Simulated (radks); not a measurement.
Values are calculated unless marked as measured or tabulated.
These are the eigenvalues of the occupied orbitals of an atom or ion with whole-number occupations (eV). Code: a radial shooting solver on a logarithmic mesh with Libxc functionals. Model: scalar-relativistic Kohn-Sham, LDA (Slater exchange, Perdew-Wang correlation), spin-polarised, spherical densities, finite nucleus; Fermi nuclear charge, rms radius of each element as measured or else 0.836 A^(1/3) + 0.57 fm.

| orbital | eigenvalue |
|---|---|
| 1s down | -44977.14 |
| 1s up | -44977.13 |
| 2s up | -7316.953 |
| 2s down | -7316.887 |
| 2p up | -6538.397 |
| 2p down | -6538.349 |
| 3s up | -1598.477 |
| 3s down | -1596.979 |
| 3p up | -1353.910 |
| 3p down | -1352.425 |
| 3d up | -1017.505 |
| 3d down | -1016.332 |
| 4s up | -321.8171 |
| 4s down | -318.1355 |
| 4p up | -241.5016 |
| 4p down | -237.8234 |
| 4d up | -127.9807 |
| 4d down | -124.3288 |
| 5s up | -47.0359 |
| 5s down | -44.6508 |
| 5p up | -27.7607 |
| 5p down | -25.7871 |
| 4f up | -7.6169 |
| 5d up | -6.6307 |

Which element is it, and in what charge state? The configuration may be excited. Open shells, if any, are filled with parallel spins first.

Answer. Z = 61, promethium, charge +1: Pm+ in [Xe] 4f5 5d1. The list shows which subshells hold electrons but not how many an open one holds; the 1s level, -1652.9 hartree, gives Z - s = 57.5 by -(Z - s)^2/2, which with screening and relativity narrows Z to a few neighbours, and the depths of the outer levels then fix element, charge and occupations together.
